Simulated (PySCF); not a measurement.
**Spinor energies of Co¹⁵⁺ (cobalt, charge +15)**

Start: [Ne] 3s2. Calculated with PySCF 2.14 in an even-tempered Gaussian basis (19 s from 1.3 bohr⁻², ratio 2.4; 13 p from 1.7 bohr⁻², ratio 2.4; 5 d from 6.4 bohr⁻², ratio 2.6; 4 f from 9.6 bohr⁻², ratio 2.6): generalised Hartree-Fock with the X2C-1e Hamiltonian and a Gaussian nucleus; one run each with spin-orbit coupling (SO) switched off, then screened by Boettger's factors.

```
spinor shell  electrons  ε, spin-free (eV)  ε, screened SO (eV)  weight of nominal j (screened SO)  rms radius, screened SO (bohr)
       1s1/2          2            -8285.5              -8285.4                              1.000                          0.0648
       2s1/2          2            -1450.1              -1450.1                              1.000                           0.271
       2p1/2          2            -1309.4              -1319.9                              1.000                           0.242
       2p3/2          4            -1309.4              -1304.3                              1.000                           0.245
       3s1/2          2            -508.53              -508.53                              1.000                           0.695
```

| quantity | spin-free | screened SO |
| --- | --- | --- |
| E (hartree) | -1285.69645 | -1285.72032 |
| M_J | 0 | 0 |
| ⟨J²⟩ | 0.000 | 0.000 |
| ⟨L²⟩ | 0.000 | 0.000 |
| ⟨S²⟩ | 0.000 | 0.000 |

Without spin-orbit coupling the j labels of p, d and f shells carry no meaning; the spin-free column gives the mean over the occupied spinors of each nl shell.
